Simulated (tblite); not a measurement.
Species: C8H15PS.
Structure used (GFN2-xTB), in Å, numbered top down from 1:
```xyz
25
C8H15PS angstrom
C     -2.248   -0.356    1.392
C     -2.049   -0.528   -0.115
C     -0.612   -0.322   -0.495
C     -0.029    0.841   -0.784
C     -0.673    2.189   -0.826
C      1.439    0.782   -1.116
P      1.985   -0.838   -0.418
C      2.205   -0.501    1.374
S      3.448   -1.780   -1.269
C      0.278   -1.535   -0.529
H     -1.967    0.649    1.700
H     -1.637   -1.068    1.942
H     -3.290   -0.521    1.656
H     -2.355   -1.535   -0.406
H     -2.686    0.180   -0.647
H     -0.514    2.645   -1.802
H     -1.740    2.135   -0.634
H     -0.221    2.843   -0.080
H      1.608    0.769   -2.199
H      2.003    1.621   -0.701
H      2.339   -1.454    1.885
H      1.343    0.025    1.778
H      3.108    0.095    1.504
H      0.182   -2.074   -1.478
H      0.070   -2.240    0.279
```

Method: GFN2-xTB as coded in tblite; computed harmonic values from a numerical Hessian at the method's own geometry, unscaled. This tight-binding method is rough: wavenumbers can miss measured ones by several per cent, in bad cases by 10 to 20. One conformer, not necessarily the lowest.

Harmonic wavenumbers (cm⁻¹): 43.1, 58.2, 93.2, 101.2, 144.4, 167.2, 185.4, 197.8, 208.0, 239.4, 253.6, 311.9, 354.6, 366.1, 379.2, 519.2, 545.2, 642.5, 738.7, 741.4, 750.8, 765.7, 767.7, 813.5, 817.3, 856.5, 877.2, 946.1, 995.1, 999.1, 1032.7, 1054.8, 1074.1, 1089.2, 1124.0, 1156.9, 1172.7, 1215.2, 1248.5, 1272.4, 1298.6, 1323.3, 1404.2, 1408.0, 1411.6, 1419.4, 1423.0, 1430.3, 1476.6, 1478.0, 1496.5, 1500.8, 1506.3, 1728.6, 2914.2, 2916.5, 2949.5, 2952.8, 2978.2, 2990.5, 2994.6, 2996.3, 2999.2, 3012.4, 3012.6, 3032.5, 3037.5, 3041.3, 3063.0.

A = 1715, B = 606.0, C = 545.7 MHz; mass 174.063 u (most abundant isotopes); point group C1, symmetry number 1.

Zero-point energy?

Half the sum of the wavenumbers: 45758 cm⁻¹ = 547.39 kJ/mol.

Give the ideal-gas entropy at 273.15 K and 1 bar in the rigid-rotor, harmonic-oscillator model (classical rotation).

Translation 171.38, rotation 127.43, vibration 157.33: S = 456.1 J/(mol K).

And Cp and H(273.15 K) − H(0)?

Cp = 192.40 J/(mol K), of which vibrations give 159.15 (their classical limit is 69 R = 573.7); H(273.15 K) − H(0) = 31.81 kJ/mol without the zero-point energy, 22.73 from vibrations.

What must be added to the electronic energy to get the Gibbs energy at 273.15 K and 1 bar?

ZPE + [H(273.15 K) − H(0)] − T·S = 547.39 + 31.81 − 124.60 = 454.60 kJ/mol.

Which modes carry the vibrational entropy at 273.15 K?

43.1 cm⁻¹: 20.66; 58.2 cm⁻¹: 18.18; 93.2 cm⁻¹: 14.31; 101.2 cm⁻¹: 13.64; 144.4 cm⁻¹: 10.79; 167.2 cm⁻¹: 9.63 J/(mol K); the other 63 give 70.12 together.

Hindered rotation and anharmonicity are outside this model. Other conformers, if any are populated, would add a mixing term that is left out. The structure is chiral; the term R ln 2 for an equal mix with its mirror image is left out.
